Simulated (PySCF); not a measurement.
Fill in the blanks.

Species: C₄H₆N₃S₂ (charge -1).
Z-matrix (Å and degrees, GFN2-xTB geometry), rows numbered from 1:
```
C 
S   1  1.8178
C   2  1.7599  1   97.90
N   3  1.3394  2  123.48  1     0.22
N   4  1.3158  3  106.67  2  -179.94
N   5  1.3158  4  112.28  3     0.02
C   6  1.3394  5  106.67  4    -0.05
S   7  1.7599  3  129.31  2    -0.18
C   8  1.8179  7   97.89  3  -179.96
H   1  1.0866  2  107.32  3   179.87
H   1  1.0858  2  108.77  3    59.51
H   1  1.0858  2  108.78  3   -59.78
H   9  1.0866  8  107.36  7  -179.77
H   9  1.0858  8  108.78  7    59.85
H   9  1.0857  8  108.72  7   -59.43
```

```json
{"property": "point group of the GFN2-xTB geometry", "level": "GFN2-xTB", "value": "?"}
{"property": "rotational constants A, B, C of the GFN2-xTB geometry", "level": "GFN2-xTB", "value": "2.259, 0.827, 0.610 GHz"}
{"property": "HOMO energy", "level": "PBE0/pcSseg-1", "value": "-1.03 eV"}
{"property": "LUMO energy", "level": "PBE0/pcSseg-1", "value": "4.21 eV"}
{"property": "13C chemical shifts (computed TMS as zero) by class", "level": "GIAO PBE0/pcSseg-1", "value": "?"}
{"property": "1H chemical shifts (computed TMS as zero) by class", "level": "GIAO PBE0/pcSseg-1", "value": "?"}
{"property": "isotropic shieldings of nuclei other than C and H, by class", "level": "GIAO PBE0/pcSseg-1", "value": "?"}
```

Electronic properties: PySCF, gas phase, density fitting. NMR classes are plain means over equivalent atoms (diastereotopic ones count apart unless rotation or inversion swaps them), as if these changed places fast; in this geometry the members of some classes differ. No diffuse functions stand in pcSseg-1, which bears on an anion's orbital energies.

(1) What are the 1H chemical shifts (computed TMS as zero) by class?

(2) What is the point group of the GFN2-xTB geometry?

(3) The 13C chemical shifts (computed TMS as zero) by class?

(4) What are the isotropic shieldings of nuclei other than C and H, by class?

Answers

(1) 2.55 (H10/H11/H12/H13/H14/H15) ppm.

(2) C2v.

(3) 129.3 (C3/C7), 19.6 (C1/C9) ppm.

(4) -153 (N5), -99 (N4/N6), 562 (S2/S8) ppm.

The rotational constants make it an asymmetric top with κ = (2B − A − C)/(A − C) = -0.74, nearer the prolate limit (−1). With B = h/(8π²I), that is 505.379 GHz u Å² over I, the principal moments of inertia are 223.8, 611.2 and 828.6 u Å² (most abundant isotopes).

One conformer stands for the species.
